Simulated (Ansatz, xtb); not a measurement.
# C5H6FNO: which of two isomers lies lower

Structure I: `C#C[C@@H](F)/C(O)=N\C`, a singlet. Structure II: `C#C[C@@H](F)C(=O)NC`, a singlet. Both are isolated molecules in the gas phase, relaxed with r2SCAN-D4/def2-SVP, each in the lowest conformer that the search found.

I (Å):

```yaml
atoms:
  - { symbol: C, position_ang: [-1.2977, -1.4450, 2.2610] }
  - { symbol: C, position_ang: [-0.8209, -1.0762, 1.2073] }
  - { symbol: C, position_ang: [-0.2233, -0.6510, -0.0534] }
  - { symbol: C, position_ang: [1.1081, 0.0691, 0.1684] }
  - { symbol: C, position_ang: [0.2410, 2.1624, 0.8769] }
  - { symbol: F, position_ang: [-1.0813, 0.1890, -0.7491] }
  - { symbol: N, position_ang: [1.3140, 1.2600, 0.5352] }
  - { symbol: O, position_ang: [2.1334, -0.7674, -0.0947] }
  - { symbol: H, position_ang: [-1.7242, -1.7675, 3.1934] }
  - { symbol: H, position_ang: [-0.0254, -1.5335, -0.6869] }
  - { symbol: H, position_ang: [2.9390, -0.2577, 0.1026] }
  - { symbol: H, position_ang: [0.5526, 2.7736, 1.7389] }
  - { symbol: H, position_ang: [0.0614, 2.8612, 0.0419] }
  - { symbol: H, position_ang: [-0.7192, 1.6767, 1.1205] }
```

II (Å):

```xyz
14

C    -3.3081   -0.8310   -0.1257
C    -2.1641   -0.4897   -0.3415
C    -0.7956   -0.0704   -0.6021
C     0.0081    0.0572    0.7110
C     1.2312    1.6358    2.1309
F    -0.7839    1.1327   -1.3133
N     0.4571    1.3091    0.9561
O     0.1924   -0.9236    1.4070
H    -4.3193   -1.1371    0.0706
H    -0.2759   -0.8265   -1.2184
H     0.2252    2.0279    0.2786
H     2.2214    2.0370    1.8602
H     0.7108    2.3756    2.7609
H     1.3658    0.7104    2.7066
```

Q: Estimate which is lower in electronic energy at CCSD(T)/def2-SVP + ΔMP2/def2-TZVPP, and by roughly how much.

A: The CCSD(T)/def2-SVP + ΔMP2/def2-TZVPP calculation puts structure II lower, by 68.2 kJ/mol.

Level by level:

| level | geometry | E(II) − E(I) (kJ/mol) | departure from the last row (kJ/mol) | job, with rough time for the two |
| --- | --- | --- | --- | --- |
| r2SCAN-D4/def2-SVP | r2SCAN-D4/def2-SVP | −84.2 | −16.0 | optimisation, 90 s |
| HF/def2-SVP | r2SCAN-D4/def2-SVP | −89.4 | −21.2 | part of the CCSD(T) run |
| MP2/def2-SVP | r2SCAN-D4/def2-SVP | −81.0 | −12.8 | part of the CCSD(T) run |
| CCSD(T)/def2-SVP | r2SCAN-D4/def2-SVP | −77.6 | −9.4 | single point |
| CCSD(T)/def2-SVP + ΔMP2/def2-TZVPP | r2SCAN-D4/def2-SVP | −68.2 |  | single point, 2.8 min |

As drawn, II has 1 C=O, 1 C–N, 1 N–H in place of 1 C–O, 1 C=N, 1 O–H.

The levels shown agree on the order. The largest departure from CCSD(T)/def2-SVP + ΔMP2/def2-TZVPP is that of HF/def2-SVP, 21.2 kJ/mol. Levels run at GFN2-xTB geometries aren't shown. The last row adds to CCSD(T) the change of the MP2 difference between the two basis sets, here +9.4 kJ/mol.

With thermal terms from frequencies at re-optimised GFN2-xTB minima (ideal gas, soft modes damped towards free rotors, one conformer each, 298.15 K, 1 atm): the zero-point term adds +1.6 kJ/mol; ΔH is −66.4 and ΔG −67.0 kJ/mol.

The correlated steps freeze 8 core orbitals. Programs: Ansatz 0.2.0, xtb 6.7.1; the last row on 2 threads of Arm Neoverse V1 on a shared host.
